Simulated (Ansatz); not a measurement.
Energy profile

The step: BCl₃ ([Cl][B]([Cl])[Cl]) + NH₃ + HF → BNH₂Cl₂ ([NH2][B]([Cl])[Cl]) + HCl + HF; bonds formed: Cl2–H7, H5–F8; dative contacts that become bonds: B1–N6; bonds broken: B1–Cl2, H5–N6, H7–F8 (atoms numbered as in the saddle structure below).

B1  (-0.762, -0.303, -0.719)
Cl2  (0.875, 1.382, -1.378)
Cl3  (-0.334, -1.590, -1.848)
Cl4  (-2.242, 0.625, -0.972)
H5  (0.789, 0.135, 1.005)
N6  (-0.335, -0.510, 0.698)
H7  (1.487, 1.199, -0.133)
F8  (1.702, 0.733, 1.112)
H9  (-0.142, -1.489, 0.883)
H10  (-1.036, -0.180, 1.353)
(Å)

Electronic energies by CCSD(T) at an estimated basis limit (MP2 extrapolated from triple and quadruple zeta, plus CCSD(T) − MP2 in triple zeta), on PBE0-D4/def2-TZVP structures; BNH₄Cl₃F, singlet; no counterpoise correction. Computed with Ansatz 0.2.0 (basis: def2-TZVPP and def2-QZVPP); correlated methods freeze the cores. Extrapolation: Hartree–Fock as exp(−7.88 √X), correlation as X^−2.97.

Question: Give the profile in kcal/mol, counted from the separated reactants. (An estimate is asked for; the value comes from the calculation.)

Answer: The calculation gives:
| point | kcal/mol |
| --- | --- |
| separated: BCl₃ (linked as [Cl][B]([Cl])[Cl]; B1, Cl2, Cl3, Cl4; singlet) + NH₃ (H5, N6, H9, H10; singlet) + HF (H7, F8; singlet) | 0.00 |
| start structure | -36.67 |
| saddle | -5.38 |
| end structure | -19.62 |
| separated: BNH₂Cl₂ (linked as [NH2][B]([Cl])[Cl]; B1, Cl3, Cl4, N6, H9, H10; singlet) + HCl (Cl2, H7; singlet) + HF (H5, F8; singlet) | -11.78 |
The saddle lies below the separated reactants: the barrier is submerged.

No T1 diagnostic of these runs exceeds 0.012.

For scale, one of the runs: CCSD(T)/def2-TZVPP, 275 basis functions, launched by `ansatz run in.yaml --threads 8 --pin off --events-out ev --progress --plain --max-ram 19148MiB`. Hardware: 8 CPU threads of an Arm Neoverse V1, shared host. Wall time 3.9 min; peak host memory 7.5 GiB.
